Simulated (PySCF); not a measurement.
## Correlation energy of Ne²⁺ (neon, charge +2)

[He] 2s2 2p3 3d1, high-spin 5D determinant (an excited configuration). Computed with PySCF 2.14 in x2c-QZVPPall with one added diffuse shell each of s, p, d, f type (8s5p4d3f1g, 73 functions), with scalar relativity by spin-free X2C-1e. Frozen: 1s2; 6 electrons correlated.

```
  level  correlation energy (mhartree)
   CCSD                        -133.26
    (T)                          -1.58
CCSD(T)                        -134.84
```

Diagnostics: T1 = 0.0028, D1 = 0.0077, largest double amplitude 0.036.

The outer electron is Rydberg-like, and this basis confines it to a smaller radius and binds it less than a complete one would.

Cost of the coupled-cluster step: roughly 13 core-seconds, for 6 correlated electrons.

Iterations:

```
CC2 = 0
CCSD nocc = (np.int64(5), np.int64(1)), nmo = (72, 72)
frozen orbitals [[0], [0]]
max_cycle = 100
direct = 0
conv_tol = 1e-08
conv_tol_normt = 1e-06
diis_space = 8
diis_start_cycle = 0
Init t2, MP2 energy = -0.119381293103342
Init E_corr(UCCSD) = -0.119381293103398
cycle = 1  E_corr(UCCSD) = -0.130396672152252  dE = -0.011015379  norm(t1,t2) = 0.0207603
cycle = 2  E_corr(UCCSD) = -0.132356575058922  dE = -0.00195990291  norm(t1,t2) = 0.00803634
cycle = 3  E_corr(UCCSD) = -0.133350407290717  dE = -0.000993832232  norm(t1,t2) = 0.00424427
cycle = 4  E_corr(UCCSD) = -0.133243416062223  dE = 0.000106991228  norm(t1,t2) = 0.00132622
cycle = 5  E_corr(UCCSD) = -0.133257357763255  dE = -1.3941701e-05  norm(t1,t2) = 0.000279489
cycle = 6  E_corr(UCCSD) = -0.133263359234282  dE = -6.00147103e-06  norm(t1,t2) = 0.00396157
cycle = 7  E_corr(UCCSD) = -0.133262860197783  dE = 4.99036499e-07  norm(t1,t2) = 0.000108738
cycle = 8  E_corr(UCCSD) = -0.133261239172119  dE = 1.62102566e-06  norm(t1,t2) = 0.000392181
cycle = 9  E_corr(UCCSD) = -0.133261487510259  dE = -2.4833814e-07  norm(t1,t2) = 5.87962e-06
cycle = 10  E_corr(UCCSD) = -0.133261432338669  dE = 5.51715907e-08  norm(t1,t2) = 1.49789e-06
cycle = 11  E_corr(UCCSD) = -0.133261420384796  dE = 1.19538724e-08  norm(t1,t2) = 3.41408e-07
cycle = 12  E_corr(UCCSD) = -0.133261429753086  dE = -9.36828926e-09  norm(t1,t2) = 1.51229e-07
UCCSD converged
E(UCCSD) = -124.8365297841416  E_corr = -0.1332614297530857
UCCSD(T) correction = -0.00157738874626071
```
